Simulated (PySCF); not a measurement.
**A ladder for the ionisation energy of Hg²⁺**

Hg²⁺ [Xe] 4f14 5d10 (1S) → Hg³⁺ [Xe] 4f14 5d9 (2D). Scalar values calculated with PySCF 2.14 in x2c-TZVPPall with one added diffuse shell each of s, p, d, f type (spin-free X2C; valence: [Xe] 4f14 frozen; valence and next inner shell: [Kr] 4d10 4f14 frozen). The spin-orbit shift comes from two-component X2C-1e calculations (generalised Hartree-Fock, GHF, and MP2 on its spinors, GMP2) in x2c-TZVPPall-2c: GMP2 gives 35.225 eV without and 34.415 eV with screened spin-orbit coupling, a shift of -0.810 eV (GHF: -0.785 eV). Sums use unrounded values; where a UHF row is shifted, it takes the GHF shift.

```tsv
method	scalar (eV)
UHF	33.524
MP2 (valence)	35.258
SCS-MP2 (valence)	35.088
CCSD (valence)	34.984
CCSD(T) (valence)	35.055
LDA	35.741
PBE	35.272
PBE0	35.155
r2SCAN	35.112
BP86	35.384
M06	34.768
TPSSh	35.066
MP2 (valence and next inner shell)	35.232
SCS-MP2 (valence and next inner shell)	35.012
CCSD (valence and next inner shell)	34.898
CCSD(T) (valence and next inner shell)	34.968
```

Problem. Form a composite estimate from CCSD(T) (valence and next inner shell) and the spin-orbit shift, and compare it with the reference, 34.49 ± 0.05 eV (measured; NIST Atomic Spectra Database, ionization energies).

Solution. 34.968 + (-0.810) = 34.158 eV, an error of -0.332 eV.

The errors of the correlated levels include the incompleteness of the basis and the frozen core, so a lower level can come closer by cancellation.
